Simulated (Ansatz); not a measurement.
Basis sets compared for In₇Sb₈. The state is a doublet with charge 0. Geometry PBE-D4/def2-SVP. Ansatz on 2 threads of AMD EPYC 7R13 on a shared host and a share (18 GiB) of an NVIDIA H100 80GB HBM3; times are rough, and most runs start from earlier orbitals.

```xyz
15

In    1.454    1.997    1.496
In   -2.359    2.070    1.770
In    1.672   -1.334    0.005
In   -1.775    0.037   -3.807
In    0.187   -0.956    2.441
In    1.334   -1.004   -3.400
In   -3.837    1.122   -1.444
Sb   -0.903    1.200    3.893
Sb    1.856   -3.245   -2.025
Sb    2.946    0.245    3.790
Sb   -4.103   -1.105   -2.954
Sb    4.102   -1.234    1.667
Sb   -3.428    3.528   -0.268
Sb    0.494    1.239   -4.691
Sb    2.359   -2.559    3.525
```

In the def2 sets In, Sb take a core potential; there is no spin–orbit coupling. Single mean-field runs in def2-TZVP are fitted with def2-universal-jkfit. Another isomer (doublet) lies 2.88 eV lower at PBE0-D4/def2-TZVP; other spin states weren't run for this one.

Binding counts from free atoms (In doublet, Sb quartet) in the same basis, without a counterpoise term.

```json
{"level": "PBE-D4/def2-SVP", "functions": "390", "energy (Eh)": "-3253.5497", "HOMO (eV)": "-4.39", "LUMO (eV)": "-4.18", "binding per atom (eV)": "2.09", "wall time": "6.5 s"}
{"level": "PBE0-D4/def2-SVP", "functions": "390", "energy (Eh)": "-3253.5895", "HOMO (eV)": "-5.14", "LUMO (eV)": "-3.93", "binding per atom (eV)": "1.95", "wall time": "11 s"}
```

Question: Estimate the rows for PBE-D4/def2-TZVP (with forces), PBE0-D4/def2-TZVP.

Answer: 
```json
{"level": "PBE-D4/def2-TZVP (with forces)", "functions": "750", "energy (Eh)": "-3253.6536", "HOMO (eV)": "-4.42", "LUMO (eV)": "-4.20", "binding per atom (eV)": "2.13", "wall time": "12 s"}
{"level": "PBE0-D4/def2-TZVP", "functions": "750", "energy (Eh)": "-3253.6830", "HOMO (eV)": "-5.14", "LUMO (eV)": "-3.90", "binding per atom (eV)": "2.00", "wall time": "15 s"}
```
